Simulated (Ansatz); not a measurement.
`[Cl][GeH]` + H–F → `[F][GeH]` + HCl at 600 K and 1 bar (ligand exchange at a Ge–Cl bond).

Program: Ansatz. Geometries: PBE0-D4/def2-TZVP. ΔE: electronic, gas phase. CBS: MP2 limit from def2 TZ/QZ plus the TZ coupled-cluster correction, frozen cores. This one scheme is used for every species. For Ge outer-core shells are correlated without core-valence functions, which leaves a few kJ/mol of doubt a bond. Scalar relativity is left out up to krypton.

```tsv
species	CCSD(T)/CBS energy (Eh)	H − E (kJ/mol)	S (J/(mol·K))
`[Cl][GeH]`	-2536.49422	43.2	296.6
H–F	-100.39570	42.3	194.0
`[F][GeH]`	-2176.50038	43.8	283.3
HCl	-460.38127	35.4	207.2
```

H − E and S are ideal-gas, rigid-rotor, harmonic terms from PBE0-D4/def2-TZVP. 1 Eh = 2625.50 kJ/mol, R = 8.31446 J/(mol·K).

Question: By hand: ΔE, ΔH, ΔS and ΔG.

Answer: ΔE = (-2176.50038) + (-460.38127) − (-2536.49422) − (-100.39570) = 0.00827 Eh = 21.7 kJ/mol. Δ(H − E) = 43.8 + 35.4 − 43.2 − 42.3 = -6.3, so ΔH = 15.4 kJ/mol. ΔS = 283.3 + 207.2 − 296.6 − 194.0 = -0.1 J/(mol·K). ΔG = 15.4 − 600 × (-0.1)/1000 = 15.5 kJ/mol.

Question: By hand: the equilibrium constant, and the temperature at which ΔG would vanish if ΔH and ΔS stayed fixed.

Answer: log₁₀ K = −ΔG/(RT ln 10) = -1.3. ΔH and −TΔS have one sign here, so there is no such temperature.

The number of gas molecules stays the same, so ΔS is small and ΔH decides. A doubt of 5 kJ/mol in ΔE shifts log₁₀ K by 0.4 here. These are equilibria of isolated gas molecules and say nothing of rates. Largest T1 diagnostic: 0.014 (customary marks: 0.02 for closed shells, 0.045 for open ones).

ΔS is within the doubt of such terms, so its sign, and with it that verdict, could turn.
